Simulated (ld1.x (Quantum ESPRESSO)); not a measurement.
Before and after: TM potential for barium (Ba)

```json
{
 "Element": "Ba (Z = 56)",
 "Generator": "ld1.x (Quantum ESPRESSO) 7.5",
 "Type": "norm-conserving Troullier–Martins (Kleinman–Bylander form)",
 "Functional": "PW91",
 "Relativity": "scalar-relativistic",
 "Frozen core": "[Xe]",
 "Valence charge": "2",
 "Reference configuration": "5d0 6s1.5 6p0.5",
 "Partial waves": "6s (bound): rc 4.20 bohr; 6p (bound): rc 3.85 bohr; 5d (bound, empty): rc 4.20 bohr; 4f channel at -0.05 Ry: rc 3.70 bohr",
 "Local potential": "all-electron potential smoothed inside 2.85 bohr (lloc = -1)",
 "Core correction": "Bessel-smoothed model core inside 3.20 bohr"
}
```

Change: all radii but the core radius scaled by about 0.77 (s 3.24, p 2.98, d 3.24, f 2.86 bohr); local potential all-electron potential smoothed inside 2.20 bohr (lloc = -1).

Cutoffs: the cutoffs (Ry, on a coarse ladder) from which the occupation-weighted sum of valence levels, in a spherical-Bessel basis at the reference potential, stays within 10 and 1 mRy of its value at 400 Ry; they do not see the model core or the augmentation charge, which bear on the density cutoff. Errors are all-electron minus pseudo energies relative to the spin-unpolarised reference configuration.

Question: Predict the effect on cutoff, ghosts and configuration errors.

Answer: The potential gets harder (6 Ry and 8 Ry → 30 Ry and 40 Ry); both files keep a bound ghost (p, s); the number of tests that count goes from 6 to 7; of the 6 tests that both files solve, the error grows in 1 and shrinks in 3 by more than 15 % and 0.3 meV (median size 10.5 → 7.9 meV). A smaller radius makes the pseudo-wave follow the all-electron one further in, where it bends more sharply, so more plane waves are needed.

| quantity | base | changed |
| --- | --- | --- |
| cutoff, loose | 6 Ry | 30 Ry |
| cutoff, tight | 8 Ry | 40 Ry |
| loose cutoff by channel (10 mRy a level) | s 6 Ry, p 6 Ry | s 6 Ry, p 30 Ry |
| bound ghosts | s, p | p, s |
| tests counted (converged, no solver errors) | 6 of 7 | 7 of 7 |
| error for 5d0 6s2 6p0, meV [ΔE -1.01 eV] | -1.3 | -1.5 |
| error for 5d0 6s1 6p0, meV [ΔE 4.38 eV] | -2.6 | -2.8 |
| error for 5d0 6s1.5 6p0, meV [ΔE 1.14 eV] | -0.3 | -1.0 |
| error for 5d0.5 6s1.5 6p0, meV [ΔE -0.37 eV] | -18 | -13 |
| error for 5d1 6s0 6p0, meV [ΔE 5.04 eV] | -62 | -44 |
| error for 5d1 6s1 6p0, meV [ΔE 0.32 eV] | -51 | -39 |

Base: Tests not counted: 5d0 6s0 6p1 (solver errors, printed error -1.6 eV). A true bound ghost makes a file unfit for plane-wave use even where its test errors are small: the radial tests pick states by their node count and pass the ghost by. Where a test does run into it, the solver fails or the error is huge.
